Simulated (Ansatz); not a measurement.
# How methods differ on AlI (iodoaluminum)

AlI has 2 atoms, charge 0, and is taken as a singlet. As SMILES, `[Al][I]`. The bond length is the measured one.

```xyz
2

Al    0.0000    0.0000    0.0000
I     0.0000    0.0000    2.5371
```

Quantity: the energy change with the Al1–I2 bond stretched from 2.537 to 3.171 Å, in eV. The values are calculated.

```
                       level                    kind  program  value (eV)  less FCI/STO-3G  CPU time (all runs)
    BLYP/STO-3G (restricted)                     GGA   Ansatz        1.13            -0.12                2.8 s
  revPBE/STO-3G (restricted)                     GGA   Ansatz        1.19            -0.06                3.3 s
   BHLYP/STO-3G (restricted)           global hybrid   Ansatz        1.29            +0.04                  3 s
   wB97X/STO-3G (restricted)  range-separated hybrid   Ansatz        1.35            +0.10                 12 s
     MP2/STO-3G (restricted)     perturbation theory   Ansatz        1.26            +0.01                0.8 s
    CCSD/STO-3G (restricted)   coupled cluster or CI   Ansatz        1.24            -0.01                  1 s
CCSDT(Q)/STO-3G (restricted)   coupled cluster or CI   Ansatz        1.25             0.00                3.4 s
                  FCI/STO-3G      exact in the basis   Ansatz        1.25             0.00                1.9 s
```

FCI/STO-3G is exact within its basis and frozen core, so for wave-function methods in that basis the difference is their error; functionals converge differently with the basis, so for them it is only a difference. All-electron rows without a relativistic Hamiltonian named are non-relativistic. The first shape isn't each level's own minimum. The values span 1.13 to 1.35 eV. All rows use very small basis sets, so none should be taken for the real molecule's value. In the correlated wave-function rows the outer d shell of I is correlated, in sets not made for it. In so small a basis fixed costs decide the times, and correlated methods can beat functionals. Times are those of the runs behind each value, whatever else they computed, on shared processors of several kinds: orders of magnitude only.
